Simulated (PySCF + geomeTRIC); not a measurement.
Species: C₃H₉Si, SMILES `CC(C)[SiH2]` (charge 0, multiplicity 2).

**Question.** Give a relaxed geometry from PBE0-D4/def2-TZVP run with PySCF + geomeTRIC.

**Answer.** Several could match; the one computed here: the end point of this relaxation, one of several conformers (outside a Z-matrix the atoms follow the SMILES, hydrogens last).
Z-matrix (Å, degrees):
```
C
H 1 1.0999
C 1 1.5249 2 108.38
H 3 1.0928 1 112.06 2 58.94
H 3 1.0940 4 107.64 1 -122.41
H 3 1.0947 4 107.71 5 -115.55
C 1 1.5249 2 108.38 3 -121.46
H 7 1.0928 1 112.06 2 -58.89
H 7 1.0940 8 107.64 1 122.41
H 7 1.0947 8 107.71 9 115.55
Si 1 1.8905 2 104.57 3 119.28
H 11 1.4925 1 111.56 2 -61.33
H 11 1.4925 12 109.56 1 -124.02
```
